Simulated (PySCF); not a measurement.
An unknown shows these calculated signals:

1H NMR (400 MHz, computed): δ 7.45 (m, 2H), 6.89 (t, 1H), 6.64 (d, 2H), 3.10 (br s, 1H), 2.94 (s, 3H).

13C{1H} NMR (computed): δ 153.7 (C), 135.0 (CH), 121.5 (CH), 115.1 (CH), 31.9 (CH3).

Equivalent nuclei averaged, relativity neglected, no solvent, single conformer. GIAO PBE0/pcSseg-1 shieldings; GFN2-xTB structure; PySCF 2.14.0 with density-fitted response routines.

Shifts are taken against calculated references (same method and geometry level): 1H (31.72 ppm) and 13C (186.93 ppm) against TMS.

Q: Which of these does the molecule contain: an NH or NH2 group, an N-methyl group, an ester, an amide, a Si–H bond, a benzene ring?

A: 
- An NH or NH2 group: yes (δH 3.10 (br s)).
- An N-methyl group: yes (δC 31.9; δH 2.94 (s)).
- An ester: no.
- An amide: no.
- A Si–H bond: no.
- A benzene ring: yes.

The data belong to SMILES CNc1ccccc1, C7H9N; they needn't prove each group on their own.

Carbon signals by region: 4 in the sp2 and nitrile region (100–160 ppm), 1 below 50 ppm.

OH and NH positions are those of a molecule without intermolecular hydrogen bonds; in solution they move with solvent, concentration and temperature, and exchange usually removes their couplings. Shifts are as computed. Against solution values, carbons near 30 ppm lie about +3 ppm off and those near 130 ppm about +5 ppm. Of 1211 compounds with measured shifts, 218 miss one by over three times the rms of a fit or turn the order of signals round; such compounds aren't used in these exercises. No couplings were computed; multiplicities are counted from neighbouring protons, with m where these are inequivalent, close in shift, in a saturated or five-membered ring or joined by F or P, and br s for small geminal =CH2 splittings.
